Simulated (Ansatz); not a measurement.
Mulliken charges of `C=[CH][GaH][F]` from B3LYP/def2-TZVPP in Ansatz (PBE0-D4/def2-TZVP geometry).

| atom | x (Å) | y (Å) | z (Å) | charge (e) |
| --- | --- | --- | --- | --- |
| C1 | -0.837 | 1.175 | 0.061 | -0.176 |
| C2 | 0.343 | 0.570 | -0.065 | -0.222 |
| Ga3 | 0.482 | -1.360 | -0.008 | 0.500 |
| F4 | 2.111 | -2.006 | -0.200 | -0.402 |
| H5 | -1.762 | 0.621 | 0.200 | 0.101 |
| H6 | -0.941 | 2.258 | 0.032 | 0.113 |
| H7 | 1.232 | 1.180 | -0.202 | 0.119 |
| H8 | -0.627 | -2.437 | 0.182 | -0.033 |

By hand: the dipole of these point charges (1 e Å = 4.8032 D).

Σ q r = (-0.653, 0.332, 0.074) e Å, of length 0.736 e Å = 3.54 D.

How does the dipole of the full density compare? (Estimate.)

The calculation gave: (-0.470, 0.367, 0.048) e Å, 2.87 D; the point charges give 1.23 times that, at 11° from its direction.

Point charges leave out the atoms' own dipoles, such as those of lone pairs, and Mulliken's split depends on the basis, so the two needn't agree.

B3LYP here is the variant with VWN-RPA as its local correlation; programs differ in this.
